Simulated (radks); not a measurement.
The numbers below are computed, except where a source is named.
Task: The tin ion Sn11+ is in [Kr] 4d3. Code: a radial shooting solver on a logarithmic mesh with Libxc functionals. Model: scalar-relativistic Kohn-Sham, PBEsol, spin-polarised, spherical densities, finite nucleus; Fermi nuclear charge, rms radius of each element as measured or else 0.836 A^(1/3) + 0.57 fm. Open shells are filled with parallel spins first. One electron is removed from 4d, 4s, 3d, 4p in turn, with full relaxation. Which removal costs least, and what does each cost?

Result: 4d 233.28 eV; 4p 300.91 eV; 4s 348.79 eV; 3d 724.14 eV. The 4d electron leaves first.
